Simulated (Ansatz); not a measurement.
Consider the ligand exchange at the Si–N bond: `FB(F)N[SiH3]` + `N=C(O)CO` → `OC/C(O)=N\[SiH3]` + `NB(F)F`.

Computed with Ansatz on PBE0-D4/def2-TZVP structures; ΔE is electronic, products minus reactants. CCSD(T)/CBS is the MP2 limit (def2-TZVPP, def2-QZVPP) plus CCSD(T) − MP2 in def2-TZVPP, frozen cores. Functionals use def2-TZVPP. Each species was taken in one conformer, which may not be the lowest.

Task: Is it downhill or uphill in electronic energy at CCSD(T)/CBS, and by how much? (An estimate is asked.)

Result: The calculation gave: Downhill: ΔE = -0.05 eV.

Task: What do these levels give: B2PLYP, PBE, PBE0, HF/def2-TZVPP, MP2/def2-TZVPP, SCS-MP2/def2-TZVPP, CCSD/def2-TZVPP, CCSD(T)/def2-TZVPP, HF/def2-QZVPP, MP2/def2-QZVPP, SCS-MP2/def2-QZVPP, CCSD/CBS(def2)? (An estimate is asked.)

Result: Ansatz gave: B2PLYP -0.07, PBE -0.09, PBE0 -0.08, HF/def2-TZVPP 0.00, MP2/def2-TZVPP -0.07, SCS-MP2/def2-TZVPP -0.04, CCSD/def2-TZVPP -0.02, CCSD(T)/def2-TZVPP -0.04, HF/def2-QZVPP 0.00, MP2/def2-QZVPP -0.08, SCS-MP2/def2-QZVPP -0.04, CCSD/CBS(def2) -0.03 eV.

Largest T1 diagnostic among the species: 0.013.

In def2-TZVPP, CCSD(T) changes the Hartree–Fock value by −0.03 eV (the triples alone add −0.02 eV) and MP2 by −0.07 eV. The D4 term adds −0.05 eV with B3LYP and −0.03 eV with PBE0; it sums over pairs of atoms, weighted by their polarisabilities, and B3LYP, whose exchange is more repulsive, gets the larger term.

B3LYP here is the variant with VWN-RPA as its local correlation; programs differ in this.
